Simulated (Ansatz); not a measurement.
Basis sets compared for the cluster Rb3H2⁺. The state is a singlet with charge 1. Geometry r2SCAN-D4/def2-TZVP. Ansatz on 4 threads of Arm Neoverse V2 on a shared host; times are rough, and most runs start from earlier orbitals.

```
atom   x (Å)   y (Å)   z (Å)
 Rb1  -0.560   1.582  -4.836
 Rb2   0.145   0.493   0.184
 Rb3   0.359  -2.216   4.601
  H4   0.255  -0.908   2.457
  H5  -0.199   1.049  -2.407
```

In the def2 sets Rb takes a core potential, while STO-3G treats all electrons; there is no spin–orbit coupling. The structure comes from a short search, and lower isomers may exist.

STO-3G and 6-31G are all-electron sets without relativity, so their totals don't compare with the def2 sets.

| level | functions | energy (Eh) | HOMO (eV) | LUMO (eV) | wall time |
| --- | --- | --- | --- | --- | --- |
| HF/STO-3G | 68 | -8724.0425 | -5.75 | 4.62 | 0.3 s |
| PBE-D4/def2-SVP | 82 | -73.3185 | -6.38 | -3.81 | 0.75 s |
| PBE0-D4/def2-SVP | 82 | -73.3224 | -7.29 | -3.24 | 0.8 s |

Task: Estimate the rows for HF/def2-TZVP, PBE-D4/def2-TZVP (with forces), PBE0-D4/def2-TZVP.

Result: 
| level | functions | energy (Eh) | HOMO (eV) | LUMO (eV) | wall time |
| --- | --- | --- | --- | --- | --- |
| HF/def2-TZVP | 111 | -72.4381 | -9.73 | -1.96 | 0.3 s |
| PBE-D4/def2-TZVP (with forces) | 111 | -73.3227 | -6.40 | -3.82 | 1.2 s |
| PBE0-D4/def2-TZVP | 111 | -73.3264 | -7.33 | -3.24 | 1.4 s |
